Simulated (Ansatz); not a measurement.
A made-up structure of GaSiH₅, closed shell:

```
atom    x (Å)    y (Å)    z (Å)
 Si1  -0.7639  -0.4635  -0.5223
 Ga2   1.0287   0.5804   0.7111
  H3  -1.9811  -0.6315   0.3200
  H4  -0.3955  -1.7953  -1.0756
  H5  -1.1343   0.4164  -1.6692
  H6  -0.1111   0.6425   0.0835
  H7   0.7242   1.7823   1.6796
```

It is relaxed with PBE-D4/def2-SVP and then PBE0-D4/def2-TZVP (Ansatz 0.2.0). Atoms count as bonded within 1.22 times the sum of their covalent radii (H–H: 0.88 Å). The end point is not checked to be a true minimum.

(1) Does its bonding change? (Judge from chemistry; the calculation decides.)

## Answers

(1) By the calculation: Yes. Formed: none; broken: Si1–Ga2, Ga2–H6.

Where it ends: The first stage lowers the energy by 3.15 eV in 14 steps. It ends as a complex of SiH₄ + GaH:
```json
{"atom": "Si1", "x (Å)": "-1.0864", "y (Å)": "-0.4308", "z (Å)": "-0.5536"}
{"atom": "Ga2", "x (Å)": "1.6886", "y (Å)": "1.0134", "z (Å)": "0.3721"}
{"atom": "H3", "x (Å)": "-2.5076", "y (Å)": "-0.7455", "z (Å)": "-0.2538"}
{"atom": "H4", "x (Å)": "-0.3023", "y (Å)": "-1.6827", "z (Å)": "-0.6745"}
{"atom": "H5", "x (Å)": "-0.9937", "y (Å)": "0.3700", "z (Å)": "-1.7974"}
{"atom": "H6", "x (Å)": "-0.5709", "y (Å)": "0.3764", "z (Å)": "0.6043"}
{"atom": "H7", "x (Å)": "1.1394", "y (Å)": "1.6305", "z (Å)": "1.8301"}
```

For scale, one of the runs: PBE0-D4/def2-TZVP relaxation, 115 basis functions, launched by `ansatz run in.yaml --threads 2 --pin off --events-out ev --progress --plain --max-ram 4352MiB`. Hardware: 2 CPU threads of an Arm Neoverse V1, shared host. Wall time about 24 s.
